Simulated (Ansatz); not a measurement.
`BP[SiH](C)F` and `C[SiH](F)[SiH2]O` differ in one atom or group.

Ansatz, PBE0-D4/def2-TZVP geometries, multiplicity 1. Each molecule was computed in one conformer, which needn't be the lowest.

```json
{"property": "size of the dipole moment (ωB97M-V/def2-TZVPP) / D", "`BP[SiH](C)F`": "1.85"}
{"property": "HOMO–LUMO gap (PBE/def2-TZVPP) / eV", "`BP[SiH](C)F`": "3.84"}
{"property": "ideal-gas entropy at 298 K and 1 bar (rigid rotor, harmonic PBE0-D4/def2-TZVP) / J/(mol·K)", "`BP[SiH](C)F`": "374"}
{"property": "size of the dipole moment (B3LYP/def2-TZVPP) / D", "`BP[SiH](C)F`": "1.85"}
{"property": "HOMO–LUMO gap (ωB97M-V/def2-TZVPP) / eV", "`BP[SiH](C)F`": "9.70"}
{"property": "HOMO energy (ωB97M-V/def2-TZVPP) / eV", "`BP[SiH](C)F`": "-9.59"}
```

Question: Give the same properties after the change, and the shifts. (Best estimate.)

Answer: Ansatz gave: 
| property | `C[SiH](F)[SiH2]O` | shift |
| --- | --- | --- |
| size of the dipole moment (ωB97M-V/def2-TZVPP) / D | 0.70 | -1.15 |
| HOMO–LUMO gap (PBE/def2-TZVPP) / eV | 4.82 | 0.98 |
| ideal-gas entropy at 298 K and 1 bar (rigid rotor, harmonic PBE0-D4/def2-TZVP) / J/(mol·K) | 383 | 9 |
| size of the dipole moment (B3LYP/def2-TZVPP) / D | 0.71 | -1.14 |
| HOMO–LUMO gap (ωB97M-V/def2-TZVPP) / eV | 10.72 | 1.02 |
| HOMO energy (ωB97M-V/def2-TZVPP) / eV | -9.70 | -0.11 |

With PBE0 the HOMO falls by 0.09 eV and the LUMO rises by 1.11 eV, so the gap widens by about 1.20 eV. PBE moves the HOMO by 0.16 eV and ωB97M-V by -0.11 eV. Dipoles are sizes alone; their direction can turn. Modes under 60 cm⁻¹, often nearly free rotors, make the harmonic entropy too high.

B3LYP here is the variant with VWN-RPA as its local correlation; programs differ in this.
